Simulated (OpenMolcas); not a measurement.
## Ne2+: effect of the level shift or regulariser

* Program: OpenMolcas 26.06
* Basis: ANO-RCC-VTZP [4s3p2d1f]
* Scalar Hamiltonian: DKH2, point nucleus
* Active space: 6 electrons in 4 orbitals (2s 2p)
* State averaging: 2S+1 = 3 even, 3 roots; 2S+1 = 1 even, 6 roots; 2S+1 = 3 odd, 3 roots; 2S+1 = 1 odd, 3 roots
* Spin-orbit coupling: RASSI with atomic mean-field integrals over the reference wave functions, term energies averaged over their components

Methods on the same reference wave functions:
A. CASSCF
B. SS-CASPT2, IPEA 0.25 Eh, imaginary shift 0.1 Eh (closed shells correlated: 1s)
C. SS-CASPT2, IPEA 0.25 Eh, real shift 0.2 Eh (closed shells correlated: 1s)

Energies in cm⁻¹ above 2s² 2p⁴ ³P₂, the measured ground level; measured values from Moore, Atomic Energy Levels, vol. I, NSRDS-NBS 35 (1971 reprint of NBS Circular 467, 1949).

```
      Level       A       B       C  Measured
2s² 2p⁴ ³P₂     0.0     0.0     0.0       0.0
2s² 2p⁴ ³P₁     600     601     601       650
2s² 2p⁴ ³P₀     885     886     886       927
2s² 2p⁴ ¹D₂   27867   26250   26250     25841
2s² 2p⁴ ¹S₀   52783   55840   55830     55747
2s 2p⁵ ³P°₂  214543  205730  205760          
2s 2p⁵ ³P°₁  215123  206310  206340    204879
2s 2p⁵ ³P°₀  215416  206600  206630    205204
2s 2p⁵ ¹P°₁  313114  294460  294500
```

Deviations, from unrounded energies. A percentage is the sum of absolute deviations over the sum of measured energies, with the sign that they share, or ± where signs differ.

| Against measurement | Levels | A | B | C |
| --- | --- | --- | --- | --- |
| mean absolute deviation (cm-1) | 6 | 4300 | 570 | 580 |
| fine structure of the ground term (%) | 2 | -5.8 | -5.7 | -5.7 |
| other terms of the ground configuration (%) | 2 | ±6.1 | +0.6 | +0.6 |
| other configurations (%) | 2 | +5.0 | +0.7 | +0.7 |

B, C lie about equally close to measurement and A furthest from it. The largest miss of B in the table is 2s 2p⁵ ³P°₁, by +1400 cm-1. The ranking rests on the paired levels alone, and a cruder setting can come out closer through cancelling errors.

Between B and C the level of the table that moves most is 2s 2p⁵ ¹P°₁, by 38 cm-1 (lowest in B, highest in C). Moves below CASPT2's spread within the term are not significant.

The two smallest mean deviations differ by little beside CASPT2's spread within terms, so their order carries little weight.

From A to B the spin-free energies of the other terms of 2s² 2p⁴ shown, above ³P, scale by factors of 0.94 to 1.06.

The lowest spin-free term lies below A's lowest term by 0.169 hartree in B, 0.169 hartree in C.

CASPT2 does not keep the components of a term degenerate, so their means are used; among the terms shown or strongly mixed into the levels shown the widest spread is 61 cm-1 (2s² 2p⁴ ¹D, B). Measured partners are found by configuration, term and J. A level has none where our copy of the source lacks it or the pairing is in doubt (some pairs that miss far off the trend of their configuration count as doubtful), and it then counts in no deviation. Only configurations of the active space appear.

° marks odd parity.
